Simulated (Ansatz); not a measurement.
Basis sets compared for WO2(NH2)2 (WN2O2H4). Charge 0, multiplicity 1. Geometry PBE-D4/def2-SVP. Ansatz on 2 threads of AMD EPYC 7R43 on a shared host; times are rough, and most runs start from earlier orbitals.

Cartesian coordinates in Å:
```
N -0.496 -0.001 1.611
N -0.031 -0.706 -1.531
O 2.099 0.455 0.212
O -0.201 2.089 -0.502
W 0.388 0.520 -0.059
H -1.414 0.338 1.915
H -0.073 -0.596 2.329
H 0.526 -1.529 -1.779
H -0.798 -0.571 -2.196
```

In the def2 sets W takes a core potential; there is no spin–orbit coupling.

| level | functions | energy (Eh) | HOMO (eV) | LUMO (eV) | wall time |
| --- | --- | --- | --- | --- | --- |
| PBE-D4/def2-SVP | 108 | -329.2061 | -6.26 | -2.16 | 1.6 s |
| PBE0-D4/def2-SVP | 108 | -329.1208 | -7.72 | -1.38 | 2 s |

(1) Estimate the rows for PBE-D4/def2-TZVP (with forces), PBE0-D4/def2-TZVP.

## Answers

(1) 
| level | functions | energy (Eh) | HOMO (eV) | LUMO (eV) | wall time |
| --- | --- | --- | --- | --- | --- |
| PBE-D4/def2-TZVP (with forces) | 188 | -329.5396 | -6.41 | -2.24 | 3.2 s |
| PBE0-D4/def2-TZVP | 188 | -329.4564 | -7.82 | -1.41 | 3.7 s |
